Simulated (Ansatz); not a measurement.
`[SiH3][SiH2][GeH3]`, charge 0, multiplicity 1.

Task: Give a relaxed structure at PBE0-D4/def2-TZVP (Ansatz 0.2.0). (Estimate.)

Result: Computed: 
```xyz
11

Si    0.878   -0.452    1.704
Si   -0.501   -0.841   -0.142
Ge   -0.509    1.052   -1.584
H     0.899   -1.623    2.621
H     0.388    0.735    2.455
H     2.267   -0.180    1.243
H    -1.892   -1.117    0.315
H    -0.015   -2.031   -0.895
H     0.917    1.347   -2.079
H    -1.023    2.291   -0.831
H    -1.410    0.818   -2.808
```
Point group Cs.
This is one stationary point; other conformers may exist.
